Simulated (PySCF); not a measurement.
# RhS2 at several levels of theory

All levels use the PBE0 minimum (doublet; Rh–S 2.231 Å (×2), S–S 2.013 Å; Rh–S–S 63.2° (×2), S–Rh–S 53.6°), basis [Rh def2-SVP with ECP28, S def2-SVP], scalar-relativistic core potentials, density fitting, no spin–orbit coupling, PySCF. For vertical energies the ionised species is a triplet (spins chosen at PBE0 and kept) and the electron-attached one a triplet. Atomisation goes to high-spin ground-configuration atoms, without zero-point energy. Open shells are unrestricted, also as the reference of the correlated levels. A dash marks a value that was not computed or is not defined at that level.

```json
{"level": "PBE0", "atomisation (kJ/mol)": "659", "vertical IP (eV)": "7.86", "vertical EA (eV)": "1.18", "−ε(HOMO) (eV)": "5.89", "dipole (D)": "2.69"}
{"level": "HF", "atomisation (kJ/mol)": "138", "vertical IP (eV)": "6.70", "vertical EA (eV)": "0.63", "−ε(HOMO) (eV)": "7.84", "dipole (D)": "5.18"}
{"level": "MP2", "atomisation (kJ/mol)": "–", "vertical IP (eV)": "?", "vertical EA (eV)": "?", "−ε(HOMO) (eV)": "–", "dipole (D)": "–"}
{"level": "PBE", "atomisation (kJ/mol)": "774", "vertical IP (eV)": "8.02", "vertical EA (eV)": "1.10", "−ε(HOMO) (eV)": "4.59", "dipole (D)": "1.93"}
{"level": "B3LYP", "atomisation (kJ/mol)": "637", "vertical IP (eV)": "7.92", "vertical EA (eV)": "1.12", "−ε(HOMO) (eV)": "5.60", "dipole (D)": "2.34"}
{"level": "r2SCAN", "atomisation (kJ/mol)": "–", "vertical IP (eV)": "7.93", "vertical EA (eV)": "1.20", "−ε(HOMO) (eV)": "4.87", "dipole (D)": "2.44"}
{"level": "TPSSh", "atomisation (kJ/mol)": "680", "vertical IP (eV)": "7.86", "vertical EA (eV)": "1.10", "−ε(HOMO) (eV)": "5.22", "dipole (D)": "2.64"}
{"level": "r2SCANh", "atomisation (kJ/mol)": "–", "vertical IP (eV)": "?", "vertical EA (eV)": "?", "−ε(HOMO) (eV)": "?", "dipole (D)": "?"}
{"level": "B2PLYP", "atomisation (kJ/mol)": "–", "vertical IP (eV)": "7.65", "vertical EA (eV)": "0.93", "−ε(HOMO) (eV)": "–", "dipole (D)": "–"}
```

(1) Fill in the row of r2SCANh.

(2) Fill in the row of MP2.

Results:

(1) vertical IP (eV) 7.88, vertical EA (eV) 1.23, −ε(HOMO) (eV) 5.38, dipole (D) 2.65.

(2) vertical IP (eV) 7.10, vertical EA (eV) 1.18.

Spin contamination in at least one species weakens the values at: HF, MP2.

Without diffuse functions attachment energies tend to come out too low.

With open d or f shells other occupations or spin states may lie lower.
